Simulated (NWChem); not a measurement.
Basis-set convergence for H2GeO

```xyz
4

Ge     0.2431     0.3088     0.0000
H      1.4668    -0.7541     0.0000
O     -1.0608    -0.9123     0.0000
H     -0.7595    -1.8280     0.0000
```
Charge 0, spin multiplicity 1.

All runs are NWChem calculations. The geometry was optimised at PBE0/def2-SVP, a minimum by its harmonic frequencies. It is one conformer; others weren't searched.

Quantity: vertical ionisation energy at the level ΔMP2 (Δ: difference of total energies, the cation a doublet at the parent's geometry with its hole in an orbital of symmetry a' (Cs labels); it is the state that the SCF runs reached, from PBE0 orbitals for Hartree-Fock references, and need not be the lowest).

The Hamiltonian is non-relativistic. The correlated methods keep 10 core orbitals frozen. The Pople sets run with spherical d functions. The structure started from a generated list of species. No SCF solution was tested for a lower state. Open-shell Hartree-Fock references start from PBE0 orbitals; any time given for them includes that run.

Costs are rough ratios of processor time within this set of runs, SCF included, with STO-3G as 1.

Question: In def2-QZVP the value is 9.52 eV. Among STO-3G, 3-21G, cc-pVDZ, def2-SVP, 6-311G**, aug-cc-pVDZ, aug-pcseg-1, def2-SVPD, pcseg-2, which is the smallest basis within 0.2 eV of it?

Answer: pcseg-2, with 101 functions against 192 and about 9 % of the time. def2-QZVP isn't the basis-set limit itself, and a small set can land close by cancellation.

| basis | functions | vertical ionisation energy (eV) | relative cost |
|---|---|---|---|
| STO-3G | 25 | 5.84 | 1 |
| 3-21G | 35 | 8.57 | under 3 |
| cc-pVDZ | 51 | 9.13 | 10 |
| def2-SVP | 56 | 9.16 | under 3 |
| 6-311G** | 74 | 9.23 | 3 |
| aug-cc-pVDZ | 77 | 9.28 | 20 |
| aug-pcseg-1 | 77 | 9.28 | 6 |
| def2-SVPD | 77 | 9.30 | 4 |
| pcseg-2 | 101 | 9.43 | 10 |
| def2-QZVP | 192 | 9.52 | 200 |
